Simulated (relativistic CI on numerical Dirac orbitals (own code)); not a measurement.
# Cr²⁺: resonant inelastic scattering at the M2,3 edge

Computed with this model: Dirac-Coulomb-Breit CI, KLI orbitals optimised for each configuration, a model potential for QED, valence Slater integrals scaled by 0.9, Kramers-Heisenberg scattering through one core-hole configuration in a parametric crystal field; configurations [Ar] 3d4 → [Ne] 3s2 3p5 3d5; 300 K; core-hole width 0.8 eV; summed over polarisations. Incident energies are the highest absorption maxima for each field (at most a few, so the weaker spin-orbit partner edge can be absent), on the computed scale of the free ion. Intensities are in per cent of the strongest line above 0.02 eV; levels within 1 cm⁻¹ are merged; final levels count from the ground level, the first row holds all elastic scattering, lines under 0.4 are left out and each table stops after 24 rows. The scale of the Slater integrals is a model choice and moves the terms in proportion.

Field parameters in Wybourne normalisation: Td as Oh with Dq negative (B⁴₀ = 21Dq, B⁴₄ = √(5/14) B⁴₀). The field is a parameter set, without covalency.

S is read from ⟨S²⟩ = S(S + 1).

Td, 10Dq = -1450 cm⁻¹:

```
Final level (eV)  Degeneracy  Irrep     S  49.2 eV  50.2 eV  57.6 eV
           0.000           1     A1  2.00    303.1    191.6    226.5
           0.003           3     T1  2.00     36.9     18.0     62.2
           0.006           3     T2  2.00     27.6     22.6     63.1
           0.023           2      E  2.00     14.2     15.6     44.9
           0.025           3     T1  2.00     18.6     25.1     67.9
           0.038           3     T2  2.00     11.8     28.8     61.9
           0.200           1     A2  2.00     14.6      8.6     35.9
           0.201           3     T2  2.00     41.2     25.0    100.0
           0.202           2      E  2.00     25.9     16.1     61.2
           0.203           3     T1  2.00     36.9     22.8     84.7
           0.204           1     A1  2.00     11.6      7.2     26.5
           6.081           3         1.00      0.0      0.0      0.4
```

Td, 10Dq = -3250 cm⁻¹:

```tsv
Final level (eV)	Degeneracy	Irrep	S	49.2 eV	50.2 eV	57.6 eV
0.000	1	A1	2.00	330.9	160.5	210.3
0.002	3	T1	2.00	37.9	19.7	57.7
0.003	3	T2	2.00	27.7	19.9	57.7
0.022	2	E	2.00	13.3	14.7	41.5
0.023	3	T1	2.00	18.2	24.1	63.5
0.036	3	T2	2.00	11.2	28.9	55.2
0.420	1	A2	2.00	11.6	7.5	34.9
0.420	3	T2	2.00	33.3	22.2	100.0
0.421	2	E	2.00	21.2	14.6	62.9
0.421	3	T1	2.00	30.4	21.3	88.9
0.422	1	A1	2.00	9.6	6.9	28.2
```

Td, 10Dq = -5050 cm⁻¹:

| Final level (eV) | Degeneracy | Irrep | S | 49.3 eV | 50.2 eV | 57.8 eV |
| --- | --- | --- | --- | --- | --- | --- |
| 0.000 | 1 | A1 | 2.00 | 326.0 | 144.3 | 202.7 |
| 0.001 | 3 | T1 | 2.00 | 40.7 | 21.9 | 48.2 |
| 0.003 | 3 | T2 | 2.00 | 30.0 | 19.4 | 47.8 |
| 0.022 | 2 | E | 2.00 | 15.1 | 14.6 | 39.1 |
| 0.022 | 3 | T1 | 2.00 | 21.5 | 24.3 | 61.3 |
| 0.035 | 3 | T2 | 2.00 | 13.8 | 28.2 | 60.9 |
| 0.642 | 1 | A2 | 2.00 | 10.0 | 6.1 | 35.0 |
| 0.642 | 3 | T2 | 2.00 | 28.7 | 18.2 | 100.0 |
| 0.643 | 2 | E | 2.00 | 18.3 | 11.9 | 62.6 |
| 0.643 | 3 | T1 | 2.00 | 26.0 | 17.5 | 88.0 |
| 0.643 | 1 | A1 | 2.00 | 8.2 | 5.7 | 27.8 |

For the first field the strongest loss at the lowest incident energy is the level at 0.20 eV (S = 2.00, against 2.00 in the thermal ground state).
